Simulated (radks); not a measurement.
Q: The cobalt ion Co4+, [Ar] 3d5. Calculated with a radial shooting solver on a logarithmic mesh with Libxc functionals: non-relativistic Kohn-Sham, exchange-only B88, spin-polarised, spherical densities, point nucleus. Every spin shell is full or empty, so the densities are truly spherical. Functionals are evaluated on that one density, not self-consistently. Rank these orbital-free kinetic functionals by their error against the exact value of the orbitals, and give that value: Thomas-Fermi, von Weizsacker, TF + vW, TF + vW/5, LC94, APBEK, revAPBEK, Perdew 92, Thakkar, PG1, DePristo-Kress, Ernzerhof.

A: Exact: 1377.63 hartree. From best to worst, with 100 (|E| - |E exact|)/|E exact| (equal figures are ties): LC94 0.00, DePristo-Kress -0.08, APBEK +0.10, Ernzerhof -0.30, revAPBEK +0.36, Thakkar -0.40, Perdew 92 -0.74, TF + vW/5 +3.84, Thomas-Fermi -6.48, PG1 +19.80, TF + vW +45.13, von Weizsacker -48.39.
